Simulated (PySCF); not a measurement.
**A ladder of Hamiltonians for B³⁺ (boron, charge +3)**

Occupied: 1s1/2. Hartree-Fock calculated with PySCF 2.14 in an even-tempered Gaussian basis (17 s from 0.059 bohr⁻², ratio 2.7; 10 p from 0.071 bohr⁻², ratio 2.7), Gaussian nucleus throughout. NR is non-relativistic, sf-X2C the spin-free one-electron X2C Hamiltonian, X2C adds the bare one-electron spin-orbit term, X2C-SNSO screens it by Boettger's factors, DC is four-component Dirac-Coulomb, and the Gaunt and Breit terms are added at first order (total energies over the DC spinors, levels after relaxing the spinors in that mean field). QED terms are absent. Levels marked empty are virtual spinors of this ion.

```
Hamiltonian  E (hartree)  E − E(DC) (hartree)  CPU seconds
         NR     -21.9861               0.0069          0.1
     sf-X2C     -21.9924               0.0007         0.05
        X2C     -21.9924               0.0007         0.06
   X2C-SNSO     -21.9924               0.0007         0.06
         DC     -21.9930               0.0000         0.84
   DC+Gaunt     -21.9917               0.0014          1.5
   DC+Breit     -21.9917               0.0014           15
```

| level (eV) | NR | sf-X2C | X2C | X2C-SNSO | DC | DC+Gaunt | DC+Breit |
| --- | --- | --- | --- | --- | --- | --- | --- |
| 1s1/2 | -259.65 | -259.71 | -259.71 | -259.71 | -259.73 | -259.69 | -259.69 |
| 2s1/2 (empty) | -37.812 | -37.822 | -37.822 | -37.822 | -37.823 | -37.821 | -37.821 |
| 2p1/2 (empty) | -31.757 | -31.759 | -31.764 | -31.763 | -31.763 | -31.760 | -31.760 |
| 2p3/2 (empty) | -31.757 | -31.759 | -31.756 | -31.757 | -31.757 | -31.756 | -31.756 |
| 3s1/2 (empty) | -15.545 | -15.549 | -15.549 | -15.549 | -15.549 | -15.548 | -15.548 |

| interval (eV) | X2C | X2C-SNSO | DC | DC+Gaunt | DC+Breit |
| --- | --- | --- | --- | --- | --- |
| 2p3/2 − 2p1/2 | 0.008170 | 0.006536 | 0.005270 | 0.003948 | 0.003948 |

Weight of the small component: 1s1/2 0.000293, 2s1/2 3.83e-05, 2p1/2 3.41e-05, 2p3/2 3.41e-05, 3s1/2 1.55e-05.

Koopmans' value for the highest occupied level at DC+Breit: 259.69 eV, against an ionisation energy of 259.37 eV (theoretical estimate listed by NIST; NIST Atomic Spectra Database, ionization energies); the former lacks relaxation, correlation, QED and recoil.

The whole ladder took 18 s of wall time on 1 thread of Intel(R) Xeon(R) 6975P-C (shared host), launched as `OMP_NUM_THREADS=1 python relrun2.py TASK.json OUT` (a driver that calls PySCF for each Hamiltonian).
